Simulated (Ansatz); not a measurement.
`[Cl][Ag]` + `F/C=C(/F)I` → `[Ag][I]` + `F/C=C(\F)Cl` at 500 K and 1 bar (formal exchange of groups at the Ag–Cl bond).

Gas-phase electronic energies from Ansatz, PBE0-D4/def2-TZVP geometries. CBS: MP2 limit from def2 TZ/QZ plus the TZ coupled-cluster correction, frozen cores. Double bonds are as drawn, so ΔE can hold a change between cis and trans. def2 core potentials past Kr. For Ag, I outer-core shells are correlated without core-valence functions, which leaves a few kJ/mol of doubt a bond.

```tsv
species	CCSD(T)/CBS energy (Eh)	H − E (kJ/mol)	S (J/(mol·K))
`[Cl][Ag]`	-606.73060	19.0	265.0
`F/C=C(/F)I`	-573.66914	103.8	366.7
`[Ag][I]`	-444.41059	18.8	283.6
`F/C=C(\F)Cl`	-736.00915	105.5	345.4
```

H − E and S are ideal-gas, rigid-rotor, harmonic terms from PBE0-D4/def2-TZVP. 1 Eh = 2625.50 kJ/mol, R = 8.31446 J/(mol·K).

By hand: ΔE, ΔH, ΔS and ΔG.

ΔE = (-444.41059) + (-736.00915) − (-606.73060) − (-573.66914) = -0.02000 Eh = -52.5 kJ/mol. Δ(H − E) = 18.8 + 105.5 − 19.0 − 103.8 = 1.5, so ΔH = -51.0 kJ/mol. ΔS = 283.6 + 345.4 − 265.0 − 366.7 = -2.7 J/(mol·K). ΔG = -51.0 − 500 × (-2.7)/1000 = -49.6 kJ/mol.

By hand: the equilibrium constant, and the temperature at which ΔG would vanish if ΔH and ΔS stayed fixed.

log₁₀ K = −ΔG/(RT ln 10) = 5.2. ΔG = 0 at ΔH/ΔS = 18889 K, far beyond where these terms or the molecules hold.

The number of gas molecules stays the same, so ΔS is small and ΔH decides. A doubt of 5 kJ/mol in ΔE shifts log₁₀ K by 0.5 here. These are equilibria of isolated gas molecules and say nothing of rates. Largest T1 diagnostic: 0.018 (customary marks: 0.02 for closed shells, 0.045 for open ones).
